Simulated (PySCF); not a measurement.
**Relaxation of triplet TiN₂**

All numbers come from UPBE0 in PySCF with Ti def2-TZVP, N def2-TZVP; no relativity; density-fitted integrals. A (50,194) grid was used.

A hand-made linear start, of D∞h symmetry, held to at least that symmetry:

Coordinates in bohr (charge 0 multiplicity 3):
```
Ti    0.0000    0.0000    0.0000
N     0.0000    0.0000    3.3448
N     0.0000    0.0000   -3.3448
```

Optimiser trace:
```tsv
step	E − E(last) (kJ/mol)	largest gradient (Eh/bohr)
0	4.27	0.02208
1	0.19	0.00490
2	0.00	0.00054
3	0.00	0.00001
```

It ends at D∞h with Ti–N 1.732 Å (×2); N–Ti–N 180.0°. A frequency run shows 3 imaginary modes, down to 535i cm⁻¹, so it is a higher-order saddle point.

The determinant is spin-contaminated (⟨S²⟩ = 2.23, pure value 2.00). Other spin states or occupations of the open shell can lie lower. At this level a broken-symmetry Ms = 0 minimum of C2v symmetry lies 356 kJ/mol below this structure.

The relaxation took 4.4 s on 4 threads of a shared Arm Neoverse V2 host, with 107 basis functions and 4 gradients; the process peaked at 0.53 GiB.
